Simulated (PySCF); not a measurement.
SeF3, SMILES F[Se](F)F, multiplicity 2.

The structure is a stationary point at B3LYP-D3(BJ)/def2-SVP. The spin state was assumed, not searched. The isomer is the one that the SMILES or the coordinates give; other isomers of the formula were not compared.

These are B3LYP/def2-TZVPD run with PySCF values and carry that method's errors.

Isolated molecule, no solvent.

```json
{
  "total_energy": "-2701.20602 hartree",
  "point_group": "Cs",
  "α spin, highest occupied and lowest empty level": "-8.54 and -2.98 eV",
  "β spin, highest occupied and lowest empty level": "-10.18 and -5.55 eV",
  "dipole_moment": "0.318 e·Å",
  "quadrupole, principal values (traceless, Buckingham form, about the centre of nuclear charge)": "-8.95, 3.47, 5.48 D·Å",
  "mean_static_polarisability": "33.4 bohr³ (4.96 Å³)",
  "polarisability_principal_values": "25.0, 31.1, 44.3 bohr³",
  "⟨S²⟩": "0.753 (pure state 0.75)"
}
```
